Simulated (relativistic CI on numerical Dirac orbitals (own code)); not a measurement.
# d8 in a ligand field

Computed with a parametric ligand-field model of a d^n configuration (Racah B and C, spin-orbit zeta, crystal field), exact diagonalisation.

Field parameters in Wybourne normalisation: Oh B⁴₀ = 21Dq, B⁴₄ = √(5/14) B⁴₀; Td as Oh with Dq negative (B⁴₀ = 21Dq, B⁴₄ = √(5/14) B⁴₀). The field is a parameter set, without covalency.

Ground term and bands for B = 380, C = 1390, ζ = 0 cm⁻¹, Oh, 10Dq = 39800 cm⁻¹?

Ground term 3A2 with 2.00 electrons in the two orbitals of the cubic e set. Spin-allowed: 3T2 39800 cm⁻¹ (251 nm), 3T1 44218 cm⁻¹ (226 nm), 3T1 80882 cm⁻¹ (124 nm). Lowest spin-forbidden: 1E 5798 cm⁻¹ (1725 nm), 1A1 11302 cm⁻¹ (885 nm), 1T2 45577 cm⁻¹ (219 nm). With an A2 ground term the first spin-allowed band lies at |10Dq| itself.

Ground term and bands for B = 530, C = 2300, ζ = 0 cm⁻¹, Oh, 10Dq = 13700 cm⁻¹?

Ground term 3A2 with 2.00 electrons in the two orbitals of the cubic e set. Spin-allowed: 3T2 13700 cm⁻¹ (730 nm), 3T1 19043 cm⁻¹ (525 nm), 3T1 30007 cm⁻¹ (333 nm). Lowest spin-forbidden: 1E 8720 cm⁻¹ (1147 nm), 1A1 15616 cm⁻¹ (640 nm), 1T2 22307 cm⁻¹ (448 nm). With an A2 ground term the first spin-allowed band lies at |10Dq| itself.

Ground term and bands for B = 980, C = 4140, ζ = 0 cm⁻¹, Oh, 10Dq = 22250 cm⁻¹?

Ground term 3A2 with 2.00 electrons in the two orbitals of the cubic e set. Spin-allowed: 3T2 22250 cm⁻¹ (449 nm), 3T1 31799 cm⁻¹ (314 nm), 3T1 49651 cm⁻¹ (201 nm). Lowest spin-forbidden: 1E 15868 cm⁻¹ (630 nm), 1A1 28157 cm⁻¹ (355 nm), 1T2 37884 cm⁻¹ (264 nm). With an A2 ground term the first spin-allowed band lies at |10Dq| itself.

A d8 ion in Oh symmetry has the ground term 3A2 and bands at 1E 17689 cm⁻¹ (565 nm), 3T2 31400 cm⁻¹ (318 nm), 1A1 31857 cm⁻¹ (314 nm), 3T1 41980 cm⁻¹ (238 nm), 1T2 48907 cm⁻¹ (204 nm), 3T1 67370 cm⁻¹ (148 nm). Which parameters reproduce them?

B = 1010, C = 4900, ζ = 0 cm⁻¹, Oh, 10Dq = 31400 cm⁻¹.

Ground term and bands for B = 750, C = 3460, ζ = 0 cm⁻¹, Td, 10Dq = -4200 cm⁻¹?

Ground term 3T1 with 3.89 electrons in the two orbitals of the cubic e set. Spin-allowed: 3T2 3562 cm⁻¹ (2807 nm), 3A2 7762 cm⁻¹ (1288 nm), 3T1 14174 cm⁻¹ (706 nm). Lowest spin-forbidden: 1T2 11638 cm⁻¹ (859 nm), 1E 12233 cm⁻¹ (817 nm), 1T2 17876 cm⁻¹ (559 nm).
